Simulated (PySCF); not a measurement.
SiH2Cl2, SMILES Cl[SiH2]Cl. Atoms are numbered in the order given.

```xyz
5

Si     0.0000     0.0000     0.7664
Cl     1.6824     0.0000    -0.4085
Cl    -1.6824     0.0000    -0.4085
H      0.0000    -1.2244     1.5799
H      0.0000     1.2244     1.5799
```

The structure is a stationary point at B3LYP-D3(BJ)/def2-TZVP. The isomer is the one that the SMILES or the coordinates give; other isomers of the formula were not compared.

Computed with B3LYP/pcJ-1 (PySCF).

Isotropic couplings with Fermi-contact, spin-dipole and both spin-orbit terms, one fixed conformer, no vibrational averaging. Isotopes: 1H, 29Si.

Task: Estimate the spin–spin coupling constants. (The exact figures need the calculation; the answer reports its results.)

Result: 
| pair | bonds apart | J (Hz) |
|---|---|---|
| Si1–H4 | 1 | -302.4 |
| Si1–H5 | 1 | -302.4 |
| H4–H5 | 2 | 30.2 |
